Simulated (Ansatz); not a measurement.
The cluster Hf3O4⁺, relaxed as a doublet with UKS r2SCAN-D4/def2-SVP in Ansatz, starting from the GFN2-xTB geometry. Force threshold 0.02 eV/Å.

In the def2 sets Hf takes a core potential; there is no spin–orbit coupling. The structure holds one bond between oxygen atoms, so isomers without such links may lie far lower. The charge 1 doublet is spin-contaminated (final ⟨S²⟩ up to 1.82, 0.75 for a pure state). Another isomer (doublet) lies 7.44 eV lower at PBE0-D4/def2-TZVP; other spin states weren't run for this one.

Start:

```xyz
7

Hf    1.4068    1.8043    0.4876
Hf   -0.1725   -1.8496   -0.8926
Hf   -1.5795    0.9254    0.1687
O    -0.4119    0.8329   -1.3281
O     1.8358   -0.4425   -0.2152
O    -1.9793   -0.7176    0.8270
O     0.9006   -0.5529    0.9526
```

Q: Estimate the energy that the relaxation releases and the steps that it takes.

A: 123.2 kcal/mol, in 19 steps; 4.4 min on 4 threads of Arm Neoverse V1 on a shared host. No frequencies were taken in this run, so the end may be a saddle point.

Q: Does the start keep its bonding and symmetry?

A: By distances, no bond broke or formed, bridged metal pairs apart. The bond that changes most is Hf2–O6, from 2.74 to 1.97 Å (atoms count from 1). Metal–metal contacts that move far: Hf1–Hf2 4.21 to 2.89 Å.

Q: Predict the relaxed structure.

A: 
```tsv
atom	x (Å)	y (Å)	z (Å)
Hf1	0.940	1.321	0.358
Hf2	-0.122	-1.227	-0.496
Hf3	-1.815	1.177	0.162
O4	-0.385	0.696	-1.247
O5	1.868	-0.555	-0.330
O6	-1.746	-0.727	0.507
O7	1.260	-0.685	1.046
```
Bond lengths (bridged metal pairs left out): 9 × Hf–O 1.94 to 2.20 Å; 1 × O–O 1.51 Å.
